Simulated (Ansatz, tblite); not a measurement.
Removing and adding an electron: the cluster Na2F2. Total charge 0; singlet. Geometry: PBE0-D4/def2-TZVP. Ansatz, gas phase; energy differences of separate SCF runs; the oxidised species was run as a doublet alone; the reduced species was run as a doublet alone.

Cartesian coordinates in Å:
```
Na -0.6713 -1.0747 0.6342
Na 0.6716 1.0747 -0.6340
F -0.7618 0.9817 0.8571
F 0.7616 -0.9817 -0.8573
```

The xTB rows come from tblite. Correlated methods freeze 4 core orbitals; core or outer-core shells of Na are correlated, in sets that lack core-valence functions. HOMO above LUMO, or a gap near zero within one spin, warns that the state may not be the lowest or that an electron is smeared out. The structure comes from a short search, and lower isomers may exist.

```json
{"level": "r2SCAN-D4/def2-TZVP", "−HOMO (eV)": "6.04", "vertical IE (eV)": "9.90", "−LUMO (eV)": "0.54", "vertical EA (eV)": "–", "HOMO–LUMO gap (eV)": "5.50", "IE − EA (eV)": "–", "remarks": "–"}
{"level": "r2SCAN-D4/def2-TZVPD", "−HOMO (eV)": "6.11", "vertical IE (eV)": "–", "−LUMO (eV)": "0.52", "vertical EA (eV)": "0.04", "HOMO–LUMO gap (eV)": "5.59", "IE − EA (eV)": "–", "remarks": "HOMO above zero (-1 doublet), gap within one spin near zero (-1 doublet)"}
{"level": "PBE0-D4/def2-TZVP", "−HOMO (eV)": "7.61", "vertical IE (eV)": "10.23", "−LUMO (eV)": "0.65", "vertical EA (eV)": "–", "HOMO–LUMO gap (eV)": "6.96", "IE − EA (eV)": "–", "remarks": "–"}
{"level": "MP2/def2-TZVPP", "−HOMO (eV)": "–", "vertical IE (eV)": "11.44", "−LUMO (eV)": "–", "vertical EA (eV)": "–", "HOMO–LUMO gap (eV)": "–", "IE − EA (eV)": "–", "remarks": "–"}
{"level": "CCSD/def2-TZVPP", "−HOMO (eV)": "–", "vertical IE (eV)": "11.05", "−LUMO (eV)": "–", "vertical EA (eV)": "–", "HOMO–LUMO gap (eV)": "–", "IE − EA (eV)": "–", "remarks": "–"}
{"level": "CCSD(T)/def2-TZVPP", "−HOMO (eV)": "–", "vertical IE (eV)": "11.14", "−LUMO (eV)": "–", "vertical EA (eV)": "–", "HOMO–LUMO gap (eV)": "–", "IE − EA (eV)": "–", "remarks": "–"}
```

Q: Estimate the rows for GFN1-xTB, GFN2-xTB, HF/def2-TZVPP, PBE-D4/def2-TZVP, PBE-D4/def2-TZVPD, PBE0-D4/def2-TZVPD.

A: 
| level | −HOMO (eV) | vertical IE (eV) | −LUMO (eV) | vertical EA (eV) | HOMO–LUMO gap (eV) | IE − EA (eV) | remarks |
| --- | --- | --- | --- | --- | --- | --- | --- |
| GFN1-xTB | 9.85 | 13.73 | 5.20 | 2.69 | 4.65 | 11.04 | – |
| GFN2-xTB | 9.86 | 14.08 | 7.68 | 3.32 | 2.18 | 10.76 | – |
| HF/def2-TZVPP | – | 9.33 | – | – | – | – | – |
| PBE-D4/def2-TZVP | 5.71 | 9.79 | 1.22 | – | 4.49 | – | – |
| PBE-D4/def2-TZVPD | 5.82 | – | 1.20 | 0.20 | 4.62 | – | HOMO above zero (-1 doublet), gap within one spin near zero (-1 doublet) |
| PBE0-D4/def2-TZVPD | 7.68 | – | 0.63 | 0.09 | 7.05 | – | HOMO above zero (-1 doublet) |

   A HOMO above zero means that the electron is unbound at that level or that self-interaction error raises the level; the energy of removing that electron tells which. Raw xTB energy differences between charge states are shifted by several eV; the methods need an empirical correction for them.
